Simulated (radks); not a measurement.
Ge2+, 30 electrons, occupied as [Ar] 3d10 4s2. Method: scalar-relativistic Kohn-Sham, r2SCAN, spin-polarised, spherical densities, finite nucleus; meta-GGA in the generalised Kohn-Sham scheme; Fermi nuclear charge, rms radius 4.0742 fm; computed with a radial shooting solver on a logarithmic mesh with Libxc functionals.

Radial electron density D(r) = 4 pi r^2 rho(r):

| r (bohr) | D(r) (e/bohr) |
|---|---|
| 0.003012 | 2.443 |
| 0.003451 | 3.094 |
| 0.003923 | 3.851 |
| 0.004494 | 4.837 |
| 0.005108 | 5.965 |
| 0.005852 | 7.409 |
| 0.006651 | 9.030 |
| 0.00762 | 11.06 |
| 0.00866 | 13.27 |
| 0.009922 | 15.95 |
| 0.01128 | 18.77 |
| 0.01292 | 22.02 |
| 0.01468 | 25.26 |
| 0.01682 | 28.74 |
| 0.01912 | 31.89 |
| 0.02191 | 34.90 |
| 0.0249 | 37.18 |
| 0.0283 | 38.71 |
| 0.03242 | 39.36 |
| 0.03685 | 38.98 |
| 0.04221 | 37.63 |
| 0.04798 | 35.75 |
| 0.05497 | 33.64 |
| 0.06247 | 32.14 |
| 0.07157 | 31.72 |
| 0.08135 | 32.81 |
| 0.0932 | 35.58 |
| 0.1059 | 39.20 |
| 0.1214 | 43.05 |
| 0.1379 | 45.45 |
| 0.158 | 45.53 |
| 0.1796 | 42.82 |
| 0.2058 | 37.46 |
| 0.2339 | 31.43 |
| 0.2679 | 25.90 |
| 0.3045 | 23.03 |
| 0.3489 | 23.01 |
| 0.3965 | 25.11 |
| 0.4507 | 27.62 |
| 0.5163 | 28.88 |
| 0.5868 | 27.72 |
| 0.6723 | 24.07 |
| 0.7641 | 19.27 |
| 0.8755 | 13.95 |
| 0.995 | 9.652 |
| 1.14 | 6.301 |
| 1.296 | 4.255 |
| 1.484 | 2.944 |
| 1.687 | 2.179 |
| 1.933 | 1.594 |
| 2.197 | 1.131 |
| 2.517 | 0.7107 |
| 2.86 | 0.4036 |
| 3.277 | 0.1875 |
| 3.725 | 0.07607 |
| 4.267 | 0.02348 |
| 4.85 | 0.006178 |
| 5.557 | 0.001140 |
| 6.315 | 0.0001749 |

D(r) has 3 maxima, at r = 0.0329, 0.148, 0.516 bohr, and minima at 0.0693, 0.325 bohr, inside which lie 2.08, 10.93 electrons.
